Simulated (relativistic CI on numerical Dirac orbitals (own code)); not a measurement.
# Zn: sensitivity of the levels to the model

Base calculation: Dirac-Coulomb-Breit CI, orbitals from a KLI potential per configuration, model QED (radiative potential, 1s self-energy scaled to tabulated hydrogen-like ionisation energies), valence Slater integrals scaled by 0.85, P86 correlation energy added to each configuration.

Configuration list (outside the closed core [Ar] 3d10): 4s2, 4s 4p, 4s 5s, 4s 4d, 4s 5d, 4p2, 4s 6s, 4s 5p, 4s 6p, 4s 4f, 4s 7s, 4s 7p, 4s 5g, 4s 5f, 4s 6d, 4s 6g, 4d2. Levels of other configurations are missing.

Variants: (1) valence Slater integrals scaled by 0.75; (2) self-excluded LDA correlation estimate; (3) Breit term removed. Shifts of the energy above 4s2 1S_0, in cm⁻¹, for the lowest level and the first level of each name with at least 55 % of one term (blank where a level changes its place among those of its configuration and J or its character, or is not in the variant):

| Level | Base | Δ(1) | Δ(2) | Δ(3) | Measured |
| --- | --- | --- | --- | --- | --- |
| 4s2 1S_0 | 0.0 | 0.0 | 0.0 | 0.0 | 0.0 |
| 4s 4p 3P°_0 | 27924.0 | -180.1 | +690.4 | +3.7 | 32311.3 |
| 4s 4p 3P°_1 | 28084.8 | -190.6 | +690.8 | +8.8 | 32501.4 |
| 4s 4p 3P°_2 | 28407.3 | -210.8 | +691.6 | +18.4 | 32890.3 |
| 4s 4p 1P°_1 | 44216.7 | -2187.4 | +985.1 | +32.5 | 46745.4 |
| 4s 5s 3S_1 | 48752.8 | -674.1 | +3125.9 | +27.3 | 53672.2 |
| 4s 5s 1S_0 | 50950.0 | -940.5 | +3117.4 | +26.8 | 55789.2 |
| 4s 5p 3P°_0 | 56355.1 | -679.1 | +3080.2 | +28.2 |  |
| 4s 5p 3P°_1 | 56372.1 | -676.6 | +3079.7 | +28.7 |  |
| 4s 5p 3P°_2 | 56405.9 | -670.8 | +3079.0 | +29.9 |  |
| 4s 4d 1D_2 | 57041.3 | -587.4 | +3047.1 | +31.8 | 62458.5 |
| 4s 4d 3D_1 | 57545.3 | -733.4 | +3140.9 | +31.2 | 62768.7 |
| 4s 4d 3D_2 | 57546.8 | -733.5 | +3140.9 | +31.4 | 62772.0 |
| 4s 4d 3D_3 | 57549.2 | -733.7 | +3140.9 | +31.6 | 62777.0 |

Correlation outside the listed configurations is missing or only estimated: errors of thousands of cm⁻¹ between configurations and terms are usual at this charge. Rates and lifetimes follow the computed energies and can be off by large factors. The fine structure of a lone outer electron comes out too small, for d and f at times inverted, and misplaced configurations move strength between like terms. 13 of the 13 excited levels that our extract of the measured tables holds in this range could be paired (the sources list more); they are missed by 4633 cm⁻¹ on average and 5417 at most, and levels without a partner can miss by more.

Measured levels: NIST Handbook of Basic Atomic Spectroscopic Data (Sansonetti and Martin, J. Phys. Chem. Ref. Data 34, 1559 (2005)).

Ionisation energy from the two ground configurations alone: base 8.516 eV; self-excluded LDA correlation estimate 8.732 eV; Breit term removed 8.52 eV. The NIST ASD value (measured) is 9.3942 eV. The gap of more than 2 % comes from missing correlation.
